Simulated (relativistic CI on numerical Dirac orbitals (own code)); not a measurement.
What each ingredient does to the levels of Ge15+

Base calculation: Dirac-Coulomb-Breit CI, orbitals from a KLI potential per configuration, QED by a radiative potential, unscaled Slater integrals.

Configurations in the expansion (outside the closed core [Ne]): 3s2 3p5, 3s 3p6, 3s2 3p4 3d, 3s 3p5 3d, 3p6 3d, 3s 3p4 3d2, 3s2 3p4 4s, 3s2 3p3 3d 4p, 3p6 4s, 3s2 3p4 4p, 3p6 4p, 3s 3p4 3d 4s, 3s2 3p4 4d, 3s 3p5 4s, 3s2 3p4 4f, 3s 3p5 4p, 3p5 3d 4p, 3s 3p5 4d, 3s2 3p4 5s, 3s 3p5 4f, 3s2 3p4 5p, 3s2 3p4 5d, 3s2 3p3 4s 4p, 3s2 3p4 5f, 3s2 3p4 5g, 3s 3p4 4s2, 3s 3p5 5s, 3s2 3p4 6s, 3s 3p5 5p, 3s2 3p3 3d2, 3s2 3p2 3d3, 3s 3p3 3d3, 3s2 3p2 3d2 4s, 3s2 3p2 3d2 4p, 3s2 3p2 3d2 4d, 3p5 3d2, 3p4 3d3, 3p4 3d2 4s, 3p4 3d2 4p, 3p4 3d2 4d, 3s2 3p3 3d 4s, 3s 3p3 3d2 4s, 3s2 3p2 3d 4s2, 3s2 3p2 3d 4s 4p, 3s2 3p2 3d 4s 4d, 3p5 3d 4s, 3p4 3d 4s2, 3p4 3d 4s 4p, 3p4 3d 4s 4d, 3s2 3p3 4s2, 3s 3p3 3d 4s2, 3s2 3p2 4s2 4p, 3s2 3p2 4s2 4d, 3s2 3p3 4p2, 3s2 3p2 3d 4p2, 3s 3p3 3d 4p2, 3s2 3p2 4s 4p2, 3s2 3p2 4p3, 3s2 3p2 4p2 4d. Double excitations out of closed p, d and f shells are left out; levels of such configurations are missing from the list, as are those of other unlisted configurations, and high levels can miss mixing partners. These lack a partner that the ground configuration has and come out too high: 3s2 3p4 4f, 3s 3p5 4p, 3s 3p5 4d, 3s2 3p4 5s, 3s 3p5 4f.

The lowest level and the first level of each name with at least 55 % of one term (blank where a level has no safe partner in the second run):

| Level | Base (cm⁻¹) | Shift (cm⁻¹) |
| --- | --- | --- |
| 3s2 3p5 2P°_3/2 | 0 | 0 |
| 3s2 3p5 2P°_1/2 | 47863 | +1019 |
| 3s 3p6 2S_1/2 | 445088 | +412 |
| 3s2 3p4 3d 4D_5/2 | 574690 | +1484 |
| 3s2 3p4 3d 4D_3/2 | 577355 | +1210 |
| 3s2 3p4 3d 4D_7/2 | 577621 | +1896 |
| 3s2 3p4 3d 4D_1/2 | 583591 | +1363 |
| 3s2 3p4 3d 4F_9/2 | 615915 | +1835 |
| 3s2 3p4 3d 2P_1/2 | 625848 | +1662 |
| 3s2 3p4 3d 4F_7/2 | 626860 | +1479 |
| 3s2 3p4 3d 4F_5/2 | 643229 | +1895 |
| 3s2 3p4 3d 4P_1/2 | 644485 | +1346 |
| 3s2 3p4 3d 4P_5/2 | 663163 | +1963 |
| 3s2 3p4 3d 2G_7/2 | 681692 | +2273 |
| 3s2 3p4 3d 2G_9/2 | 684520 | +2843 |
| 3s2 3p4 3d 2F_5/2 | 690322 | +2257 |
| 3s2 3p4 3d 2S_1/2 | 801596 | +1546 |
| 3s 3p5 3d 4P°_1/2 | 997337 | +1116 |
| 3s 3p5 3d 4P°_3/2 | 1004581 | +1530 |
| 3s 3p5 3d 4P°_5/2 | 1018253 | +2030 |
| 3s 3p5 3d 4F°_9/2 | 1046506 | +1999 |
| 3s 3p5 3d 4F°_7/2 | 1051143 | +1710 |

At this charge energies of transitions that change n are usually good to better than 1 %, and those within a shell (Δn = 0) to a few per cent.

Question: One thing was changed in a second run, which moved the levels as shown. Which?
A. configuration mixing switched off
B. QED terms removed
C. P86 correlation estimate
D. only the first 3 configurations
E. Breit term removed

Answer: E. Breit term removed. The Breit term mainly narrows fine-structure intervals, so removing it widens them.

LS names give the leading component of a level, which can be under half, so a name can repeat, a term be missing and a line seem to break the LS rules.
